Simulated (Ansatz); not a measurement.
System: SiHF$_{2}$, charge 0, doublet. SiHF2 (SMILES F[SiH]F, doublet).
B3LYP-D3(BJ)/def2-TZVP minimum from Ansatz (an electronic-structure program):
```xyz
4

Si    -0.3122    -0.3714    -0.1032
F     -0.2332     0.4434     1.2703
F      0.6965     0.3283    -1.1277
H      0.2011    -1.7466     0.1618
```
Charge 0, spin multiplicity 2.

Quantity: atomisation energy (electronic, to ground-state atoms), in kcal/mol. UHF or UKS for unpaired electrons; spin-orbit terms are left out. CBS(X,Y): correlation extrapolated as X^-3, Hartree-Fock from the larger set (Q,5: extrapolated as (X+1)exp(-9√X)). A bracket is a step between two methods taken in the basis named. The functionals are non-relativistic, so their misses hold any scalar relativity. Double hybrids freeze cores in their MP2 part. '+ core + X2C': CCSD(T) terms for core correlation (cc-pwCVTZ, 1s frozen past Ne) and scalar relativity (cc-pVTZ-DK). Where a partner has so few electrons that a lower coupled-cluster level is exact, that level stands in.

CCSD(T)/CBS(cc-pV(Q+d)Z,cc-pV(5+d)Z) + [CCSDT(Q) - CCSD(T)]/cc-pV(D+d)Z + core + X2C (Ansatz) gives 345.2 kcal/mol.

Task: What does PBE/def2-TZVPD (Ansatz) give here, and how do the other levels compare?

Result: PBE gives 345.4 kcal/mol, 0.2 kcal/mol above it. Differences of the others: r2SCAN/def2-TZVPD (Ansatz) -0.1; B3LYP/def2-TZVPD (Ansatz) -6.9; wB97M-V/def2-TZVPD (Ansatz) -4.3; B2PLYP/def2-TZVPD (Ansatz) -5.5; CCSD(T)/CBS(cc-pV(Q+d)Z,cc-pV(5+d)Z) + core + X2C (Ansatz) -0.5 kcal/mol. Nearer than PBE: r2SCAN/def2-TZVPD.
